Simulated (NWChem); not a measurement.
System: WH$_{4}$F$_{2}$; SMILES [F][WH4][F]

Input file for NWChem:

```
start job
memory heap 200 mb stack 900 mb global 1100 mb
geometry units angstroms noautoz
  W      0.000000     0.000000    -0.107168
  F     -1.828575     0.000000     0.381791
  F      1.828575     0.000000     0.381791
  H      0.864387     0.000000    -1.548027
  H      0.000000    -1.459984     0.722712
  H      0.000000     1.459984     0.722712
  H     -0.864387     0.000000    -1.548027
end
basis spherical
  * library def2-svp
end
ecp
  W library def2-ecp
end
dft
  xc mn15
  grid fine
  iterations 150
  mulliken
end
task dft gradient
```

Parts of the log:

```
             Northwest Computational Chemistry Package (NWChem) 7.3.0
             --------------------------------------------------------

 C2V symmetry detected

                             Geometry "geometry" -> ""
                             -------------------------

 Output coordinates in angstroms (scale by  1.889725989 to convert to a.u.)

  No.       Tag          Charge          X              Y              Z
 ---- ---------------- ---------- -------------- -------------- --------------
    1 W                   74.0000     0.00000000     0.00000000    -0.07895108
    2 F                    9.0000    -1.82857500     0.00000000     0.41000792
    3 F                    9.0000     1.82857500     0.00000000     0.41000792
    4 H                    1.0000     0.86438700     0.00000000    -1.51981008
    5 H                    1.0000     0.00000000    -1.45998400     0.75092892
    6 H                    1.0000     0.00000000     1.45998400     0.75092892
    7 H                    1.0000    -0.86438700     0.00000000    -1.51981008

 Effective nuclear repulsion energy (a.u.)     493.9364552501

      Symmetry information
      --------------------

 Group name             C2v
 Group number             16
 Group order               4
 No. of unique centers     4

                                 NWChem DFT Module
                                 -----------------

 Summary of "ao basis" -> "ao basis" (spherical)
 ------------------------------------------------------------------------------
       Tag                 Description            Shells   Functions and Types
 ---------------- ------------------------------  ------  ---------------------
 W                          def2-svp                12       32   6s3p2d1f
 F                          def2-svp                 6       14   3s2p1d
 H                          def2-svp                 3        5   2s1p

      Symmetry analysis of basis
      --------------------------

        a1         33
        a2          9
        b1         22
        b2         16

            General Information
            -------------------
          SCF calculation type: DFT
          Wavefunction type:  closed shell.
          No. of atoms     :     7
          No. of electrons :    36
           Alpha electrons :    18
            Beta electrons :    18
          Charge           :     0
          Spin multiplicity:     1
          Use of symmetry is: on ; symmetry adaption is: on
          Maximum number of iterations: 150
          AO basis - number of functions:    80
                     number of shells:    36
          Convergence on energy requested:  1.00D-06
          Convergence on density requested:  1.00D-05
          Convergence on gradient requested:  5.00D-04

              XC Information
              --------------
                         MN15 Method XC Functional
                     Hartree-Fock (Exact) Exchange  0.440
                          MN15 Exchange Functional  1.000
                        MN15 Correlation Potential  1.000

             Grid Information
             ----------------
          Grid used for XC integration:  fine
          Radial quadrature: Mura-Knowles
          Angular quadrature: Lebedev.
          Tag              B.-S. Rad. Rad. Pts. Rad. Cut. Ang. Pts.
          ---              ---------- --------- --------- ---------
          W                   1.35      141           9.0       974
          F                   0.50       70          10.0       590
          H                   0.35       60           9.0       590
          Grid pruning is: on
          Number of quadrature shells:   331
          Spatial weights used:  Erf1

      Superposition of Atomic Density Guess
      -------------------------------------

 Sum of atomic energies:        -273.75875525

      Non-variational initial energy
      ------------------------------

 Total energy =    -266.501356
 1-e energy   =    -623.523045
 2-e energy   =     240.627236
 HOMO         =      -0.285551
 LUMO         =      -0.066065

      Symmetry analysis of molecular orbitals - initial
      -------------------------------------------------

  Numbering of irreducible representations:

     1 a1          2 a2          3 b1          4 b2

  Orbital symmetries:

     1 a1          2 b1          3 a1          4 b1          5 a1
     6 b2          7 a1          8 b1          9 a1         10 b1
    11 a2         12 a1         13 b2         14 b1         15 a1
    16 a1         17 b2         18 b1         19 a2         20 b2
    21 a1         22 b1         23 a1         24 a1         25 b2
    26 b1         27 a1         28 a1

     ---------------------------------------------
      Total Density - Mulliken Population Analysis
     ---------------------------------------------

    Atom       Charge   Shell Charges
 -----------   ------   -------------------------------------------------------
    1 W   14    11.55   0.04 -0.35  1.80  0.53  0.55  0.23  5.49  0.58  0.07  2.19  0.35  0.08
    2 F    9     9.66   1.99  1.15  0.80  3.55  2.17  0.00
    3 F    9     9.66   1.99  1.15  0.80  3.55  2.17  0.00
    4 H    1     1.31   0.78  0.52  0.01
    5 H    1     1.25   0.75  0.49  0.01
    6 H    1     1.25   0.75  0.49  0.01
    7 H    1     1.31   0.78  0.52  0.01

   convergence    iter        energy       DeltaE   RMS-Dens  Diis-err
 ---------------- ----- ----------------- --------- --------- ---------
 d= 0,ls=0.0,diis     1   -268.4399502238 -3.85D+02  4.17D-02  2.36D+00
 d= 0,ls=0.0,diis     2   -266.6740436288  1.77D+00  2.73D-02  2.10D+01
 d= 0,ls=0.0,diis     3   -268.7202765237 -2.05D+00  4.50D-03  7.79D-02
 d= 0,ls=0.0,diis     4   -268.7242388878 -3.96D-03  1.84D-03  5.40D-02
 d= 0,ls=0.0,diis     5   -268.7299516016 -5.71D-03  1.12D-04  5.97D-05
  Resetting Diis
 d= 0,ls=0.0,diis     6   -268.7299609929 -9.39D-06  2.72D-05  3.17D-06
 d= 0,ls=0.0,diis     7   -268.7299614746 -4.82D-07  1.86D-05  1.06D-06
 d= 0,ls=0.0,diis     8   -268.7299614809 -6.23D-09  1.07D-05  1.05D-06
 d= 0,ls=0.0,diis     9   -268.7299616056 -1.25D-07  2.18D-06  8.63D-08

         Total DFT energy =     -268.729961605574
      One electron energy =     -625.406714749822
           Coulomb energy =      269.901670373934
    Exchange-Corr. energy =      -29.619369598644
 Nuclear repulsion energy =      116.394452368958

 Numeric. integr. density =       36.000001608300

                  Occupations of the irreducible representations
                  ----------------------------------------------

                     irrep           alpha         beta
                     --------     --------     --------
                     a1                8.0          8.0
                     a2                1.0          1.0
                     b1                6.0          6.0
                     b2                3.0          3.0

                       DFT Final Molecular Orbital Analysis
                       ------------------------------------

 Vector   16  Occ=2.000000D+00  E=-4.168193D-01  Symmetry=a1
              MO Center= -1.3D-14,  5.3D-14, -4.9D-01, r^2= 2.4D+00
   Bfn.  Coefficient  Atom+Function         Bfn.  Coefficient  Atom+Function
  ----- ------------  ---------------      ----- ------------  ---------------
    18      0.432994  1 W  d  0              20      0.274784  1 W  d  2
    61      0.243128  4 H  s                 76      0.243128  7 H  s
     9      0.194421  1 W  pz                66     -0.193050  5 H  s
    71     -0.193050  6 H  s                 62      0.145244  4 H  s
    77      0.145244  7 H  s                 67     -0.127706  5 H  s

 Vector   17  Occ=2.000000D+00  E=-3.908644D-01  Symmetry=b2
              MO Center= -1.4D-14, -8.0D-14,  4.5D-01, r^2= 2.5D+00
   Bfn.  Coefficient  Atom+Function         Bfn.  Coefficient  Atom+Function
  ----- ------------  ---------------      ----- ------------  ---------------
    17      0.494171  1 W  d -1              66     -0.298500  5 H  s
    71      0.298500  6 H  s                 37      0.232615  2 F  py
    51      0.232615  3 F  py                67     -0.183923  5 H  s
    72      0.183923  6 H  s                 40     -0.163030  2 F  py
    54     -0.163030  3 F  py                 8     -0.128063  1 W  py

 Vector   18  Occ=2.000000D+00  E=-3.249182D-01  Symmetry=b1
              MO Center=  2.3D-14, -1.9D-17, -6.9D-01, r^2= 2.6D+00
   Bfn.  Coefficient  Atom+Function         Bfn.  Coefficient  Atom+Function
  ----- ------------  ---------------      ----- ------------  ---------------
    19      0.492745  1 W  d  1              61      0.303350  4 H  s
    76     -0.303350  7 H  s                 62      0.283120  4 H  s
    77     -0.283120  7 H  s                 38      0.210130  2 F  pz
    52     -0.210130  3 F  pz                 7     -0.173522  1 W  px
    36      0.153005  2 F  px                50      0.153005  3 F  px

[...]

                         DFT ENERGY GRADIENTS

    atom               coordinates                        gradient
                 x          y          z           x          y          z
   1 W       0.000000   0.000000  -0.149196    0.000000   0.000000  -0.000926
   2 F      -3.455506   0.000000   0.774803   -0.004801   0.000000   0.001203
   3 F       3.455506   0.000000   0.774803    0.004801   0.000000   0.001203
   4 H       1.633455   0.000000  -2.872025    0.000115   0.000000  -0.001859
   5 H       0.000000  -2.758970   1.419050    0.000000  -0.001526   0.001119
   6 H       0.000000   2.758970   1.419050    0.000000   0.001526   0.001119
   7 H      -1.633455   0.000000  -2.872025   -0.000115   0.000000  -0.001859
```

Level: MN15/def2-SVP with def2 effective core potentials on W. The geometry was optimised at PBE0/def2-SVP. def2 effective core potentials on W; no spin-orbit coupling.
